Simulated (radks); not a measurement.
Problem. The mean radii <r> (bohr) of the occupied orbitals of an atom or ion are listed with their occupations. Method: Dirac Kohn-Sham, PBE, spin-unpolarised, spherical densities, point nucleus; computed with a radial shooting solver on a logarithmic mesh with Libxc functionals.

| orbital | occ. | <r> |
|---|---|---|
| 1s1/2 | 2 | 0.01898 |
| 2s1/2 | 2 | 0.07976 |
| 2p1/2 | 2 | 0.06612 |
| 2p3/2 | 4 | 0.07385 |
| 3s1/2 | 2 | 0.2081 |
| 3p1/2 | 2 | 0.1981 |
| 3p3/2 | 4 | 0.2125 |
| 3d3/2 | 4 | 0.1863 |
| 3d5/2 | 6 | 0.1908 |
| 4s1/2 | 2 | 0.4681 |
| 4p1/2 | 2 | 0.4746 |
| 4p3/2 | 4 | 0.5075 |
| 4d3/2 | 4 | 0.5285 |
| 4d5/2 | 6 | 0.5400 |
| 5s1/2 | 2 | 1.136 |
| 5p1/2 | 2 | 1.267 |
| 5p3/2 | 4 | 1.377 |
| 4f5/2 | 6 | 0.6707 |
| 4f7/2 | 8 | 0.6836 |
| 6s1/2 | 2 | 3.451 |
| 5d3/2 | 0.8 | 2.437 |
| 5d5/2 | 1.2 | 2.572 |

Name the element and its charge. Open shells, if any, are shared by 2j + 1.

Solution. Z = 72, hafnium, charge 0: Hf in [Xe] 4f14 5d2 6s2. The 1s radius gives Z: for a bare nucleus <r> = (2 gamma + 1)/(2Z) with gamma = sqrt(1 - (Z/c)^2), 0.01876 bohr for Z = 72, and screening makes it slightly larger (0.01898 here). The occupations add up to 72, and the charge is Z minus that.
